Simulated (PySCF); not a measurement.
[TeS3]-, doublet: computed properties

All numbers come from UB3LYP in PySCF with Te def2-SVPD with ECP28, S def2-SVPD; scalar-relativistic core potentials, no spin–orbit coupling; density-fitted integrals.

The structure is a minimum.

- Point group: C3v
- Bond lengths: Te–S 2.349 Å (×3)
- Bond angles: S–Te–S 112.9° (×3)
- Rotational constants: 0.06301, 0.06301, 0.03439 cm⁻¹
- Principal quadrupole moments (Buckingham, traceless) about the centre of mass: -8.16, -8.15, 16.31 D Å
- Heat capacity Cp at 298.15 K: 77.0 J/(mol K)
- Principal polarisabilities: 92.4, 183.6, 183.6 bohr³
- Lowest empty level (β): -0.61 eV
- Dipole moment about the centre of mass: 2.13 D
- Zero-point energy: 8.7 kJ/mol
- Entropy at 298.15 K and 1 bar (electronic part: spin only): 345.0 J/(mol K)
- Highest occupied level (β): -2.35 eV
- Enthalpy at 298.15 K above 0 K: 18.05 kJ/mol
- Spin squared ⟨S²⟩: 0.762
- Rotational symmetry number: 3

Harmonic modes (masses in u: Te 129.906, S 31.972):
| symmetry | ω (cm⁻¹) | IR (km/mol, summed over degenerate members) |
| --- | --- | --- |
| e | 129 | 4.0 |
| a1 | 136 | 6.9 |
| e | 354 | 102 |
| a1 | 357 | 1.2 |

In C3v the vibrations span 2e + 2a1.

Charges (e); Mulliken and Löwdin values are unreliable with diffuse functions:
```csv
atom,Mulliken,Löwdin,polar tensor,spin (Mulliken),Mayer order to Te1
Te1,1.21,0.28,0.71,0.11,–
"S2,3,4",-0.74,-0.43,-0.57,0.30,1.20
```

Mulliken populations on Te1 (electrons outside its core potential): s 3.47, p 8.95, d 10.37.

Outer orbital energies (eV). α occupied: -6.20, -5.38, -3.25, -3.25, -2.88, -2.88, -2.46, -2.36; empty: 1.35, 2.70, 2.70, 3.46. β occupied: -5.94, -5.94, -5.10, -2.96, -2.96, -2.56, -2.56, -2.35; empty: -0.61, 1.44, 2.88, 2.88.

This need not be the most stable arrangement of these atoms. Spin–orbit coupling, left out here, can matter for elements this heavy.

The final relaxation and frequency run took 100 s on 4 threads of a shared Intel Xeon @ 2.50GHz (Skylake/Cascade Lake) host, with 116 basis functions and 8 gradients; the process peaked at 1.4 GiB. Launch command: `OMP_NUM_THREADS=4 python axn.py task.json out`.
